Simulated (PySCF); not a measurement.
# Low-lying terms of In³¹⁺ (indium, charge +31)

Ground state [Ar], ¹S. Computed with PySCF 2.14 in an uncontracted even-tempered set (20 s from 0.752 bohr⁻², ratio 2.5; 14 p from 0.976 bohr⁻², ratio 2.5; 6 d from 1.47 bohr⁻², ratio 2.7; 3 f from 43 bohr⁻², ratio 2.7), with the spin-free X2C one-electron Hamiltonian (Gaussian nucleus). Vertical excitation energies in eV without spin-orbit coupling; excited terms of each kind are numbered among those the solver found. Frozen: [Ne].

| term | leading excitation | EOM-EE-CCSD |
| --- | --- | --- |
| 1 3P° | 3p → d | 162.53 |
| 1 3F° | 3p → d | 168.60 |
| 1 1D° | 3p → d | 178.06 |
| 1 3D° | 3p → d | 178.39 |
| 1 1F° | 3p → d | 178.63 |
| 1 1P° | 3p → d | 215.04 |
| 1 3D | 3s → d | 303.60 |
| 1 1D | 3s → d | 309.39 |

The spin-orbit splitting of the hole, absent here, rivals or exceeds the spacing of these terms, so the LS terms are model states.

The solver can miss terms. The 29 highest virtual orbitals were dropped.
